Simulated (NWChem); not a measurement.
Molecule: C2H5FOSi; SMILES C=C(F)[SiH2]O

```xyz
10

C      0.9686     1.8071     0.4026
C      0.0684     0.9084     0.0061
F     -1.2383     1.2987    -0.1378
Si     0.3572    -0.8999    -0.4263
O     -0.3873    -1.9425     0.6373
H      0.6954     2.8393     0.6053
H      2.0056     1.5176     0.5324
H      1.8089    -1.1676    -0.3186
H     -0.1351    -1.1050    -1.8166
H     -1.3544    -1.9273     0.6547
```
Atoms are numbered in this order, from 1.

Results from NWChem. Medium grid unless said otherwise, to which SCAN and Minnesota functionals are sensitive. Structure relaxed at the B3LYP/6-31G* (spherical d) level. Total energies of different functionals are on different scales.

```csv
level,energy (Ha),highest occupied level (eV),orbital gap (eV),dipole (D),relative time
B3LYP/def2-SVP,-543.5206,-7.47,6.82,0.21,2
PBE/def2-SVP,-543.0664,-6.44,5.05,0.22,2
Hartree-Fock/def2-SVP,-541.6004,-10.56,13.78,0.59,1
PW91/def2-SVP,-543.3946,-6.48,5.04,0.21,2
HCTH/407/def2-SVP,-543.4806,-6.63,5.14,0.19,3
M05-2X/def2-SVP,-543.4539,-9.13,9.69,0.32,1
SCAN/def2-SVP,-543.4190,-6.77,5.50,0.17,3
LRC-wPBEh/def2-SVP,-543.1406,-9.65,10.89,0.25,9
```

Times are rough ratios from one shared machine.
